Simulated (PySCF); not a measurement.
C4H6N2O2Si.
Z-matrix (Å and degrees, PBE0-D3(BJ)/def2-SVP geometry), rows numbered from 1:
```
O 
C   1  1.2020
O   2  1.3227  1  125.70
C   3  1.3664  2  123.91  1    -3.73
C   4  1.3699  3  123.92  2  -165.57
N   5  1.3640  4  109.38  3  -177.85
C   6  1.3037  5  105.44  4     0.27
N   4  1.3806  3  127.94  2    17.31
Si  8  1.8088  4  136.55  3    -4.17
H   2  1.1053  1  124.67  3   179.62
H   5  1.0887  4  127.21  3     1.77
H   7  1.0899  6  125.40  5   179.81
H   9  1.4830  8  112.37  4    57.91
H   9  1.4819  8  113.80  4   -75.59
H   9  1.4959  8   98.78  4   170.99
```

The closed-shell ground state was solved at several levels (PySCF, density fitting, gas phase, non-relativistic).

```
              level  basis functions  total energy (Eh)  HOMO (eV)  LUMO (eV)  gap (eV)  dipole (D)
       KT3/pcSseg-1              190          -713.8561      -5.70      -2.05      3.65        2.59
CAM-B3LYP/def2-SVPD              238          -704.9337      -8.03      -0.12      7.91        2.96
```

(1) Estimate the row for PBE0/pcSseg-1, a basis of 190 functions; the other rows only guide the guess.

(2) Over all these levels, which gives the widest orbital gap and which the narrowest?

(3) How far do the dipole and the HOMO energy spread over the levels?

Results:

(1) Total energy -704.8402 Eh, HOMO -6.76 eV, LUMO -1.12 eV, gap 5.64 eV, dipole 2.89 D.

(2) CAM-B3LYP/def2-SVPD (range-separated hybrid) has the widest, 7.91 eV, and KT3/pcSseg-1 (GGA) the narrowest, 3.65 eV. Functional and basis both differ between the two, so the spread mixes both effects.

(3) The dipole runs from 2.59 to 2.96 D (mean 2.82 D) and the HOMO from -8.03 to -5.70 eV.

One conformer stands for the species.
